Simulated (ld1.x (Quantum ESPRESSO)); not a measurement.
The numbers below are computed, except where a source is named.
## Hardness and transferability of assorted potentials

Generated with ld1.x 7.5 (TM, RRKJ, ultrasoft, PAW), atompaw 4.2 or ONCVPSP 4.0.1. The cutoff is in Ry: for ld1.x and atompaw files where the sum of valence levels is converged to 10 mRy in a Bessel basis, for ONCV files where the hardest occupied wave has 1 mHa per electron of residual kinetic energy. The error is the largest all-electron minus pseudo excitation energy over each file’s own four to seven test configurations (ionisations up to +4, promotions, holes and added fractions of an electron), all of which were solved. The labels leave out finer settings (local radius, basis sizes, second energies), which also bear on the numbers. Spin-polarised tests are not counted. The rows are a selection from randomly drawn settings: files with unsolved tests, undetermined cutoffs or missed reference levels are left out.

A true bound ghost makes a file unfit for plane-wave use even where its test errors are small: the radial tests pick states by their node count and pass the ghost by.

| element | potential | cutoff (Ry) | largest error (meV) | bound ghosts |
| --- | --- | --- | --- | --- |
| Al | TM, PBEsol, scalar-relativistic, rc 1.95/2.45/2.45 (spd), local smoothed, core correction no, reference 3s1 3p2 | 8 | +4.8 | none |
| K | TM, PBEsol, scalar-relativistic, rc 2.85/1.50/2.90 (spd), local s, core correction no, reference 3p6 3d0 4s0 4p0 | 30 | -308 | none |
| Pd | TM, PBE, scalar-relativistic, rc 0.95/1.10/1.95 (spd), local s, core correction no, reference 4s2 4p6 4d7 5s0 5p0 | 160 | +117 | none |
| Cd | TM, PW91, scalar-relativistic, rc 1.95/1.70/1.45/1.70 (spdf), local smoothed, core correction yes, reference 4p6 4d10 5s1.75 5p0 | 80 | +151 | s |
| Hg | TM, PBEsol, scalar-relativistic, rc 1.90/1.75/1.35 (spd), local s, core correction yes, reference 5p6 5d10 6s2 6p0 | 70 | -1479 | none |
| Bi | TM semilocal, revPBE, scalar-relativistic, rc 1.40/2.60/1.40/2.05 (spdf), local d, core correction yes, reference 5d10 6s2 6p2.5 | 110 | -90 | none |

Question: Fill in the row for Al: TM semilocal, Wu–Cohen, scalar-relativistic, rc 1.85/1.85 (sp), local p, core correction yes, reference 3s1.5 3p0.

Answer: cutoff 10 Ry, largest error +8.2 meV, bound ghosts: none.

Question: Fill in the row for Ho: TM, revPBE, fully relativistic, rc 2.50/3.50/1.80 (spd), local s, core correction yes, reference 5d1 6s1.5 6p0.

Answer: cutoff 18 Ry, largest error -102 meV, bound ghosts: none.
